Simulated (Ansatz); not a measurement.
```xyz
9

O    -1.9049   -0.4983    0.7425
Si   -0.6857   -0.3159   -0.3359
C     1.0257    0.6945   -0.0685
B     1.1079   -0.7941    0.0519
Cl    2.0552   -1.8162    1.0869
H    -2.7191   -0.0147    0.5942
H    -1.2121    0.1940   -1.6246
H     1.5165    1.4021    0.5969
H     0.8166    1.1485   -1.0433
```

Total charge 0; spin multiplicity 1.

**Question.** List the r2SCAN/def2-TZVPP orbital energies in eV (Ansatz). (Estimate.)

**Answer.** Ansatz gave: Occupied: -2753.33, -1791.84, -516.38, -273.02, -254.72, -193.26, -193.15, -193.09, -181.26, -142.20, -97.12, -97.07, -96.99, -26.94, -21.63, -18.88, -14.62, -12.80, -12.23, -10.89, -10.43, -9.30, -9.09, -8.72, -8.51, -6.88, -5.91. Lowest empty: -1.94, -0.35, -0.04, 0.97, 1.58, 1.81, 2.74, 3.15.
